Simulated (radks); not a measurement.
Results of a calculation; reference values are marked as such.
Initial-state core-level shifts of the cerium ion Ce2+ when its valence configuration changes from [Xe] 4f2. Code: a radial shooting solver on a logarithmic mesh with Libxc functionals. Model: Dirac Kohn-Sham, PBE, spin-unpolarised, spherical densities, finite nucleus; open shells fill j = l - 1/2 first; Fermi nuclear charge, rms radius 4.8771 fm. Shifts are changes of the shell-averaged eigenvalues in eV (positive: less bound); the change of the density at the nucleus, which sets a Mossbauer isomer shift, is in e/bohr^3, on a base of 3.829e+05.

| valence | 2p | 3p | 3d | 5p | density at nucleus |
|---|---|---|---|---|---|
| 4f1 5d1 | -6.771 | -7.901 | -7.802 | -2.682 | +19.92 |
| 6p2 | -22.791 | -25.281 | -25.092 | -11.944 | +58.37 |
| 4f1 6s1 | -9.541 | -10.621 | -10.536 | -4.982 | +53.23 |
| 4f1 6p1 | -10.454 | -11.538 | -11.454 | -5.829 | +25.47 |
| 4f1.5 5d0.5 | -3.185 | -3.709 | -3.662 | -1.305 | +9.26 |
| 4f1.5 6p0.5 | -4.935 | -5.430 | -5.392 | -2.848 | +11.65 |
| 5d1 6p1 | -18.762 | -21.300 | -21.093 | -8.747 | +50.86 |
| 4f0.5 6s1 6p0.5 | -15.540 | -17.285 | -17.150 | -8.056 | +70.97 |
